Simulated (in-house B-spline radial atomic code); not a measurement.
Atomic self-consistent-field run: La3+ (an excited or competing configuration). Method: Dirac-Hartree-Fock, average of configuration, Fermi nucleus of rms radius 4.855 fm. Calculated with an all-electron radial atomic-structure program (B-spline basis).

Command:
```bash
python run_scf.py task.json out
```
Settings (nuclear radius in fm, mass in u):
```
Z                57
configuration    [Ar] 3d9 4s2 4p6 4d10 5s2 5p6 9g1
hamiltonian      dirac
method           hf
spin_polarised   False
nucleus          fermi
rms_radius       4.855
atomic_mass      138.90636
speed_of_light   137.035999084
```

Output (hartree, bohr):
```
 radial grid: 90 intervals, B-splines of order 8, outer radius 102 bohr

 iter        energy (Eh)    residual
    1       -8445.969285    6.13e-01
    2       -8457.457848    4.24e-01
    3       -8460.005776    1.15e-01
    4       -8460.224427    3.33e-02
    5       -8460.244907    1.50e-02
    6       -8460.248101    9.56e-04
    7       -8460.248118    3.01e-04
    8       -8460.248119    1.95e-05
    9       -8460.248119    6.81e-07
   10       -8460.248119    6.87e-08

 total energy                     -8460.24812
 kinetic                            9056.5187
 electron-nucleus                 -20471.4692
 electron-electron                  2954.7024

 first-order corrections (not in the total)
   Gaunt                             7.7519
   retardation                      -0.8069
   frequency dependence             -0.0865
   self-energy                       5.3353
   Uehling                          -0.7744
   Wichmann-Kroll                    0.0201
   recoil                            0.0223

 orbital      occ     eigenvalue          <r>       <r^2>       <1/r>       r_max    small
 1s1/2      2.000     -1442.3714    0.0250639 0.000853536     62.0111     0.01608  4.44e-02
 2s1/2      2.000      -236.4590     0.106806   0.0135193     14.6169     0.09097  9.65e-03
 2p1/2      2.000      -222.6207    0.0899536  0.00996939     14.5574     0.06957  9.64e-03
 2p3/2      4.000      -207.3801    0.0959958   0.0112239     13.2469      0.0747  9.09e-03
 3s1/2      2.000       -54.3023     0.282016   0.0909852     5.31385      0.2589  2.99e-03
 3p1/2      2.000       -48.4397     0.272084   0.0859897      5.2163       0.246  2.92e-03
 3p3/2      4.000       -45.3548     0.283625   0.0932466     4.89287      0.2569  2.78e-03
 3d3/2      3.600       -35.4311      0.25665   0.0779747     4.72072      0.2073  2.62e-03
 3d5/2      5.400       -34.7777     0.260324   0.0800882     4.63855      0.2104  2.57e-03
 4s1/2      2.000       -13.0527     0.642767     0.46527     2.20114      0.6001  9.17e-04
 4p1/2      2.000       -10.7813     0.661267    0.496133     2.10042      0.6097  8.55e-04
 4p3/2      4.000       -10.0972     0.685363    0.532761     2.00042      0.6319  8.11e-04
 4d3/2      4.000        -6.2821     0.734542    0.625276     1.81626      0.6529  6.99e-04
 4d5/2      6.000        -6.1590     0.743326    0.640109     1.78982      0.6605  6.86e-04
 5s1/2      2.000        -3.2056      1.49123     2.48126    0.883658       1.367  2.11e-04
 5p1/2      2.000        -2.4493      1.62411     2.95482    0.804932        1.47  1.81e-04
 5p3/2      4.000        -2.3300      1.68215      3.1677    0.771409       1.524  1.70e-04
 9g7/2      0.444        -0.0992      27.6995     865.919   0.0501896       31.97  2.72e-06
 9g9/2      0.556        -0.0992      27.6969     865.771   0.0501995       31.97  2.72e-06
```

Cost of the run: 3.5 s on 1 thread of Arm Neoverse V2 (shared host).

For the Dirac Hamiltonian the kinetic term is c α·p + (β - 1)c².
